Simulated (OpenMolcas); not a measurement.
## Re4+ in octahedral coordination: ligands and hosts compared

```yaml
Program: OpenMolcas 26.06
Method: CASSCF
Active_space: 3 electrons in 5 orbitals (5d)
Spin-orbit_coupling: state interaction with AMFI integrals over the reference wave functions
```

Distances were set from a Shannon-type radius of the metal (high-spin where two are listed, low-spin for CN, NH3 and NCH) plus a fixed donor radius (H2O 1.36, NH3 1.42, F 1.31, Cl 1.76, Br 1.91 Å), in hosts weighted 0.65 to 0.35 with the host's distance in the model lattice. Anionic complexes are neutralised by point charges, and hosts are embedded clusters. Ligand basis ANO-RCC-VDZP. States (labels of the rotation group of each site). Energies in cm-1 above the lowest state or level, χT in cm3 K/mol; 10Dq and B are least-squares fits to the states below 45000 cm-1, weighted by degeneracy, with a free offset, and given where the rms deviation is under 5 % of |10Dq| (or 100 cm-1) and under 700 cm-1.

```tsv
Ligand or host	R (Å)	Metal basis	Outer charge (e at Å behind ligand)	Ground state	First state of that spin	10Dq	B (rms of fit)	First gap with spin-orbit (degeneracies)	χT at 300 K	First state of another spin
H2O	1.99	ANO-RCC-VDZP		4A2	4T2 38840			13190 (4, 4)	1.493	2E 13804
NH3	2.05	ANO-RCC-VTZP		2S+1 = 4	53042			7.3 (2, 2)	1.639	2S+1 = 2: 14527
K2NaGaF6	1.939	ANO-RCC-VTZP		4A2	4T2 37651			13377 (4, 4)	1.485	2E 14136
Cs2NaYCl6	2.47	ANO-RCC-VTZP		4A2	4T2 23798			12192 (4, 4)	1.403	2E 13171
Cl	2.39	ANO-RCC-VDZP	0.33 at 3.2	4A2	4T2 26260			11884 (4, 4)	1.444	2E 12711
Br	2.54	ANO-RCC-VTZP	0.33 at 2.6	4A2	4T2 23159			11812 (4, 4)	1.446	2E 12692
Cs2GeF6	1.892	ANO-RCC-VTZP		4A2	4T2 41221			13375 (4, 4)	1.516	2E 14084
Cs2ZrCl6	2.409	ANO-RCC-VTZP		4A2	4T2 27486	26226	573 (464)	11940 (4, 4)	1.483	2E 12664
F	1.94	ANO-RCC-VDZP	0.33 at 2.8	4A2	4T2 35636	35641	709 (8)	13379 (4, 4)	1.434	2E 14240
```

The rows also differ in their metal basis and outer charges, so part of each step comes from that.

Against the free ion in the same method and basis, β = B / B(free) is 573 / 840 = 0.68 for Cs2ZrCl6, 709 / 824 = 0.86 for F.

Without dynamic correlation the repulsion within the d shell is too large (B by tens of per cent), so at a given field states of lower spin stand too high. With metal d orbitals alone the field can be off either way by tens of per cent. Ligand-to-metal charge-transfer states are missing. With no ligand orbital active B as a rule stays too high, so bands that hang on it stand too high and its fall with covalency is understated. The least metal-like active orbital is 74 % on the metal (Löwdin) and no ligand orbital is active, so the numbers are rough (holds for H2O). The least metal-like active orbital is 68 % on the metal (Löwdin) and no ligand orbital is active, so the numbers are rough (holds for NH3; Cl). The least metal-like active orbital is 76 % on the metal (Löwdin) and no ligand orbital is active, so the numbers are rough (holds for K2NaGaF6; F). The least metal-like active orbital is 71 % on the metal (Löwdin) and no ligand orbital is active, so the numbers are rough (holds for Cs2NaYCl6). The least metal-like active orbital is 67 % on the metal (Löwdin) and no ligand orbital is active, so the numbers are rough (holds for Br). The least metal-like active orbital is 75 % on the metal (Löwdin) and no ligand orbital is active, so the numbers are rough (holds for Cs2GeF6). The least metal-like active orbital is 69 % on the metal (Löwdin) and no ligand orbital is active, so the numbers are rough (holds for Cs2ZrCl6). No measured value stands beside these numbers; the geometry was imposed, not optimised, and the real ion may take another.

A state without a sure symmetry label is named by its multiplicity alone.
